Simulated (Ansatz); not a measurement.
B2FH6NSi, SMILES `BN(B)[SiH2]F`, 11 atoms. Charge 0, multiplicity 1. All runs use 4 threads of an Arm Neoverse V2 on a shared host. Correlated methods freeze the cores.

Q: How many basis functions does each run have, and how long does it take in Ansatz? RHF-MP2/def2-QZVPP energy; RKS PBE0-D4/def2-SVP energy; RKS PBE0-D4/def2-TZVP frequencies; RHF-CCSD(T)/def2-SVP energy; RHF-CCSD(T)/def2-TZVPP energy; RKS CAM-B3LYP-D4/def2-TZVPP energy; RKS r2SCANh-D4/def2-TZVPP energy; RKS SPW92 (LDA)/def2-TZVPP energy; RKS ωB97M-V/def2-QZVPP energy; RKS PBE0-D4/def2-TZVP relaxation (15 steps); RKS PBE0-D4/def2-QZVPP energy; direct RPA on PBE orbitals/def2-TZVPP energy. (Estimate.)

A: The calculation gave: Other jobs shared the machine, so times are rough.

```tsv
level	job	functions	wall time	peak host memory (GiB)
RKS PBE0-D4/def2-SVP	energy	104	1 s	0.21
RKS SPW92 (LDA)/def2-TZVPP	energy	250	1.2 s	0.31
RKS CAM-B3LYP-D4/def2-TZVPP	energy	250	3.1 s	0.65
RHF-CCSD(T)/def2-SVP	energy	104	4.2 s	0.47
RKS r2SCANh-D4/def2-TZVPP	energy	250	4.6 s	0.59
direct RPA on PBE orbitals/def2-TZVPP	energy	250	5.5 s	0.61
RKS PBE0-D4/def2-QZVPP	energy	478	7.5 s	1.6
RKS ωB97M-V/def2-QZVPP	energy	478	18 s	2
RHF-MP2/def2-QZVPP	energy	478	21 s	3
RKS PBE0-D4/def2-TZVP	relaxation (15 steps)	197	45 s	0.47
RKS PBE0-D4/def2-TZVP	frequencies	197	2.1 min	0.47
RHF-CCSD(T)/def2-TZVPP	energy	250	2.1 min	5.4
```
